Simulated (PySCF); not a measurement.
## [TcF3]+, quartet: computed properties

All numbers come from UPBE0/[Tc def2-TZVP with ECP28, F def2-TZVP], scalar-relativistic core potentials, density fitting, no spin–orbit coupling, PySCF.

The structure is a minimum.

```json
{"Point group": "D3h", "Bond lengths": "Tc–F 1.760 Å (×3)", "Bond angles": "F–Tc–F 120.0° (×3)", "Enthalpy at 298.15 K above 0 K": "15.30 kJ/mol", "Heat capacity Cp at 298.15 K": "64.7 J/(mol K)", "Zero-point energy": "17.7 kJ/mol", "Principal quadrupole moments (Buckingham, traceless) about the centre of mass": "-1.40, -1.40, 2.80 D Å", "Principal polarisabilities": "18.8, 32.4, 32.4 bohr³", "Dipole moment about the centre of mass": "0.00 D", "Highest occupied level (α)": "-16.58 eV", "Lowest empty level (β)": "-11.34 eV", "Rotational constants": "0.1909, 0.1909, 0.09544 cm⁻¹", "Rotational symmetry number": "6", "Spin squared ⟨S²⟩": "3.761", "Entropy at 298.15 K and 1 bar (electronic part: spin only)": "308.9 J/(mol K)"}
```

Harmonic modes (masses in u: Tc 98.907, F 18.998):
| symmetry | ω (cm⁻¹) | IR (km/mol, summed over degenerate members) | μ (u) | type |
| --- | --- | --- | --- | --- |
| a2'' | 140 | 24.5 | 26.96 | bend |
| e' | 187 | 15.9 | 21.28 | bend |
| a1' | 786 | 0.0 | 19.00 | stretch |
| e' | 826 | 343 | 23.40 | stretch |

In D3h the vibrations span a2'' + 2e' + a1'. The a1' mode carries no infrared intensity, as symmetry demands.

Charges (e):
```
  atom  Mulliken  Löwdin  polar tensor  spin (Mulliken)  Mayer order to Tc1
   Tc1      1.87    1.27          2.51             2.77                   –
F2,3,4     -0.29   -0.09         -0.50             0.08                1.05
```

Mulliken populations on Tc1 (electrons outside its core potential): s 2.24, p 6.15, d 4.69, f 0.05.

Outer orbital energies (eV). α occupied: -21.85, -20.50, -20.02, -20.02, -19.86, -16.79, -16.58, -16.58; empty: -10.88, -10.88, -6.54, -5.74. β occupied: -22.26, -21.69, -20.42, -20.42, -20.01, -20.01, -19.88, -19.61; empty: -11.34, -11.19, -11.19, -9.76.

Formally Tc is in oxidation state +4, d3, with 3 unpaired electrons (the high-spin count). The Mulliken spin on Tc is 2.77. The polar-tensor charge on Tc, 2.51, is below the formal one.

This need not be the most stable arrangement of these atoms. Other spin states or occupations of the open shell can lie lower.

The final relaxation and frequency run took of the order of 4 core-minutes on a shared host.
